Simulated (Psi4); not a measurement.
The Psi4 input:
```
memory 2 GB

molecule {
0 1
  O    -1.01613456   -0.43506422    0.00008010
  C    -0.00172708    0.41293984   -0.00731108
  O     1.15287091    0.11408067    0.00661676
  H    -0.69904529   -1.35443854    0.01870322
  H    -0.38448302    1.44466792   -0.02841162
}

set basis 6-31g

energy('tpssh')
print_variables()
```

Question: Estimate the dipole moment that TPSSH/6-31G run with Psi4 1.11 returns for this input.

Answer: 1.49 D

Question: Estimate the number of basis functions that TPSSH/6-31G returns for this input.

Answer: 31

Question: Estimate the total energy that TPSSH/6-31G returns for this input.

Answer: -189.682522 Ha

Question: What nuclear repulsion energy does TPSSH/6-31G give?

Answer: 70.7470 Eh
